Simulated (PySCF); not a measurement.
**Running PySCF for GaO⁺**

The script input.py:

```python
from pyscf import gto, dft

mol = gto.M(
    atom='Ga 0 0 0; O 0 0 1.905',
    basis='cc-pvdz-dk',
    charge=1,
    spin=2,
    verbose=4,
)
mf = dft.UKS(mol, xc='m06')
mf = mf.sfx2c1e()
mf.kernel()
mf.analyze()
print('orbital energies (hartree):', [e[max(0, n-3):n+3].round(4) for e, n in zip(mf.mo_energy, mol.nelec)])
```

```bash
$ OMP_NUM_THREADS=1 python input.py
```

It prints (some set-up lines and the per-cycle HOMO/LUMO lines with their warnings removed):

```
PySCF version 2.14.0

[INPUT] verbose = 4
[INPUT] num. atoms = 2
[INPUT] num. electrons = 38
[INPUT] charge = 1
[INPUT] spin (= nelec alpha-beta = 2S) = 2
[INPUT] symmetry False subgroup None
[INPUT] Mole.unit = angstrom
[INPUT] Symbol           X                Y                Z      unit          X                Y                Z       unit  Magmom
[INPUT]  1 Ga     0.000000000000   0.000000000000   0.000000000000 AA    0.000000000000   0.000000000000   0.000000000000 Bohr   0.0
[INPUT]  2 O      0.000000000000   0.000000000000   1.905000000000 AA    0.000000000000   0.000000000000   3.599928267296 Bohr   0.0

nuclear repulsion = 68.8902615790866
number of shells = 11
number of NR pGTOs = 103
number of NR cGTOs = 41
basis = cc-pvdz-dk
ecp = {}

******** <class 'pyscf.x2c.sfx2c1e.sfX2C1eUKS'> ********
method = sfX2C1eUKS
initial guess = minao
damping factor = 0
level_shift factor = 0
DIIS = <class 'pyscf.scf.diis.CDIIS'>
diis_start_cycle = 1
diis_space = 8
diis_damp = 0
SCF conv_tol = 1e-09
SCF conv_tol_grad = None
SCF max_cycles = 50
direct_scf = True
direct_scf_tol = 1e-13
number electrons alpha = 20  beta = 18
XC library pyscf.dft.libxc version 7.0.0
    S. Lehtola, C. Steigemann, M. J.T. Oliveira, and M. A.L. Marques.,  SoftwareX 7, 1–5 (2018)
XC functionals = m06
    Y. Zhao and D. G. Truhlar.,  Theor. Chem. Acc. 120, 215 (2008)
    Y. Zhao and D. G. Truhlar.,  Theor. Chem. Acc. 120, 215 (2008)
radial grids:
    Treutler-Ahlrichs [JCP 102, 346 (1995); DOI:10.1063/1.469408] (M4) radial grids

becke partition: Becke, JCP 88, 2547 (1988); DOI:10.1063/1.454033
pruning grids: <function nwchem_prune>
grids dens level: 3
symmetrized grids: False
atomic radii adjust function: <function treutler_atomic_radii_adjust>
small_rho_cutoff = 0

******** <class 'pyscf.x2c.sfx2c1e.SpinFreeX2CHelper'> ********
approx = 1e
xuncontract = 1
Set gradient conv threshold to 3.16228e-05
tot grids = 34992
init E= -2018.85332459874

cycle= 1 E= -2018.52894834127  delta_E= 0.324  |g|= 0.361  |ddm|= 0.977
cycle= 2 E= -2018.00605439154  delta_E= 0.523  |g|= 1.09  |ddm|= 1.29
cycle= 3 E= -2018.62849467399  delta_E= -0.622  |g|= 0.0983  |ddm|= 0.759
cycle= 4 E= -2018.6333934349  delta_E= -0.0049  |g|= 0.0583  |ddm|= 0.107
cycle= 5 E= -2018.63544981355  delta_E= -0.00206  |g|= 0.0213  |ddm|= 0.0484
cycle= 6 E= -2018.63593664411  delta_E= -0.000487  |g|= 0.00219  |ddm|= 0.0448
cycle= 7 E= -2018.63594916141  delta_E= -1.25e-05  |g|= 0.00132  |ddm|= 0.00868
cycle= 8 E= -2018.63595079821  delta_E= -1.64e-06  |g|= 0.000271  |ddm|= 0.00264
cycle= 9 E= -2018.63595086227  delta_E= -6.41e-08  |g|= 4.32e-05  |ddm|= 0.000523
cycle= 10 E= -2018.63595086599  delta_E= -3.71e-09  |g|= 2.06e-05  |ddm|= 8.82e-05
cycle= 11 E= -2018.63595086863  delta_E= -2.64e-09  |g|= 1.86e-05  |ddm|= 7.49e-05
cycle= 12 E= -2018.63595087198  delta_E= -3.35e-09  |g|= 1.83e-05  |ddm|= 9.67e-05
cycle= 13 E= -2018.6359509095  delta_E= -3.75e-08  |g|= 1.68e-05  |ddm|= 0.00114
cycle= 14 E= -2018.63595105143  delta_E= -1.42e-07  |g|= 1.01e-05  |ddm|= 0.0062
cycle= 15 E= -2018.63595107789  delta_E= -2.65e-08  |g|= 6.8e-06  |ddm|= 0.00258
cycle= 16 E= -2018.63595108251  delta_E= -4.62e-09  |g|= 4.97e-06  |ddm|= 0.000902
cycle= 17 E= -2018.63595108484  delta_E= -2.33e-09  |g|= 2.28e-06  |ddm|= 0.00126
cycle= 18 E= -2018.63595108484  delta_E= -4.55e-12  |g|= 2.21e-07  |ddm|= 2.95e-05
Extra cycle  E= -2018.63595108484  delta_E= 2.73e-12  |g|= 3.35e-07  |ddm|= 5.4e-07
converged SCF energy = -2018.63595108484  <S^2> = 2.0118578  2S+1 = 3.0078948
**** SCF Summaries ****
Total Energy =                       -2018.635951084839689
Nuclear Repulsion Energy =              68.890261579086612
One-electron Energy =                -2936.867640484051662
Two-electron Energy =                  849.341427820125318
Two-electron Coulomb Energy =          933.715346212506688
DFT Exchange-Correlation Energy =      -84.373918392381384
**** MO energy ****
                             alpha | beta                alpha | beta
[9 lines left out]
MO #10  energy= -4.21681630388838  | -4.21455868215531  occ= 1 | 1
MO #11  energy= -1.32475489583287  | -1.19611613430652  occ= 1 | 1
MO #12  energy= -1.15675673102155  | -1.15402816027133  occ= 1 | 1
MO #13  energy= -1.15599453033976  | -1.15402394298133  occ= 1 | 1
MO #14  energy= -1.15591405922836  | -1.15386618067058  occ= 1 | 1
MO #15  energy= -1.15526216963733  | -1.15323252126002  occ= 1 | 1
MO #16  energy= -1.15128372678339  | -1.1259778075243   occ= 1 | 1
MO #17  energy= -0.768492780622924 | -0.671839179461131 occ= 1 | 1
MO #18  energy= -0.721215041357863 | -0.59761689357941  occ= 1 | 1
MO #19  energy= -0.666025637878989 | -0.457784186360398 occ= 1 | 0
MO #20  energy= -0.594593176064015 | -0.431348319152145 occ= 1 | 0
MO #21  energy= -0.312344088658558 | -0.298366720078419 occ= 0 | 0
MO #22  energy= -0.305941503493555 | -0.287619283400008 occ= 0 | 0
MO #23  energy= -0.224649567345396 | -0.194302061668632 occ= 0 | 0
[18 lines left out]

To work with the spin densities directly, `use mulliken_meta_spin()` only printing them here.

 ** Mulliken spin pop alpha/beta on meta-lowdin orthogonal AOs **
 ** Mulliken Spin Density (per AO)  **
 ** Mulliken Spin Density (per atom)  **
spin density of  0 Ga =      0.35856
spin density of  1 O =      1.64144
 ** Mulliken pop alpha/beta on meta-lowdin orthogonal AOs **
 ** Mulliken pop       alpha | beta **
pop of  0 Ga 1s        1.00000 | 1.00000
pop of  0 Ga 2s        0.99999 | 0.99994
pop of  0 Ga 3s        0.99957 | 0.99790
pop of  0 Ga 4s        0.95630 | 0.68600
pop of  0 Ga 5s        0.01268 | 0.01436
pop of  0 Ga 2px       1.00000 | 1.00000
pop of  0 Ga 2py       1.00000 | 1.00000
pop of  0 Ga 2pz       1.00000 | 1.00000
pop of  0 Ga 3px       0.99999 | 0.99999
pop of  0 Ga 3py       0.99999 | 0.99999
pop of  0 Ga 3pz       0.99999 | 0.99999
pop of  0 Ga 4px       0.03390 | 0.05706
[29 lines left out]
In total            20.00000 | 18.00000
 ** Mulliken atomic charges   ( Nelec_alpha | Nelec_beta ) **
charge of  0Ga =      0.99264  (    15.18296     14.82440 )
charge of  1O =      0.00736  (     4.81704      3.17560 )
Dipole moment(X, Y, Z, Debye): -0.00000,  0.00000,  0.06303
orbital energies (hartree): [array([-0.7212, -0.666 , -0.5946, -0.3123, -0.3059, -0.2246]), array([-1.126 , -0.6718, -0.5976, -0.4578, -0.4313, -0.2984])]
```

In short: E(SCF) = -2018.635951 Eh, ⟨S²⟩ = 2.012.

It ran on Intel Xeon Platinum 8488C (1 thread, shared host) in 5.1 s.

The bond length is a typed value, not an optimised one. The dipole of an ion depends on the origin. No search for the lowest solution was made.
